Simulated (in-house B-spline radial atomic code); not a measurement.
Configurations of Ba6+, with energies counted from [Kr] 4d10 5s2 (5p1/2)2. Computed with an all-electron radial atomic-structure program (B-spline basis): Dirac-Hartree-Fock, average of each configuration as written, Fermi nucleus of rms radius 4.8378 fm. Energies include first-order Breit, QED and recoil terms.

Occupations are held fixed; configurations that lie above the ionisation limit could autoionise.

```tsv
configuration	E - E(ref) (eV)	highest orbital	its <r> (bohr)
[Kr] 4d10 5s2 (5p3/2)2	4.9516	5p3/2	1.716
[Kr] 4d10 (4f7/2)1 5s1 (5p3/2)2	38.877	4f7/2	1.112
[Kr] 4d10 5s2 (5p3/2)1 8s1	68.105	8s1/2	6.985
[Kr] 4d10 5s1 (5p1/2)1 (5p3/2)1 (6g9/2)1	85.067	6g9/2	6.106
[Ar] (3d3/2)4 (3d5/2)5 4s2 4p6 4d10 5s2 (5p3/2)2 (6g9/2)1	850.51	6g9/2	6.07
[Ar] (3d3/2)3 (3d5/2)6 4s2 4p6 4d10 5s2 (5p3/2)2 (8g7/2)1	874.07	8g7/2	11.99
```

(1) Order these further configurations by energy, lowest first.
A. [Ar] 3d10 4s2 (4p1/2)1 (4p3/2)4 4d10 5s2 (5p1/2)2 (9g9/2)1
B. [Ar] (3d3/2)3 (3d5/2)6 4s2 4p6 4d10 5s2 (5p1/2)1 (5p3/2)1 9s1
C. [Kr] 4d10 5s2 (5p1/2)1 (5g9/2)1
D. [Ar] (3d3/2)4 (3d5/2)5 4s2 4p6 4d10 5s2 (5p1/2)1 (5p3/2)1 (7g9/2)1
E. [Kr] (4d3/2)4 (4d5/2)5 5s2 (5p3/2)2 (9f5/2)1

(2) How far above the reference does [Kr] 4d10 (4f5/2)1 5s2 (5p1/2)1 lie?

(3) How far above the reference does [Kr] 4d10 5s1 (5p1/2)2 (8g9/2)1 lie?

Answers

(1) C (58.814 eV), E (165.47 eV), A (277.46 eV), D (852.08 eV), B (866.27 eV).

(2) 18.865 eV; its least bound orbital is 4f5/2 with <r> = 1.12 bohr.

(3) 91.228 eV; its least bound orbital is 8g9/2 with <r> = 12.04 bohr.
